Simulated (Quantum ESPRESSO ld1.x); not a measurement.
Results of a calculation; reference values are marked as such.
Question: The mean radii <r> (bohr) of the occupied orbitals of an atom or ion are listed with their occupations. Code: ld1.x of Quantum ESPRESSO 7.5. Model: scalar-relativistic Kohn-Sham, LDA (Slater exchange, Perdew-Zunger correlation), spin-polarised, spherical densities, point nucleus.

orbital  occ.     <r>
1s          2  0.4207

Name the element and its charge. Open shells, if any, are filled with parallel spins first.

Answer: Z = 4, beryllium, charge +2: Be2+ in [He]. The 1s radius gives Z: for a bare nucleus <r> = (2 gamma + 1)/(2Z) with gamma = sqrt(1 - (Z/c)^2), 0.3749 bohr for Z = 4, and screening makes it slightly larger (0.4207 here). The occupations add up to 2, and the charge is Z minus that.
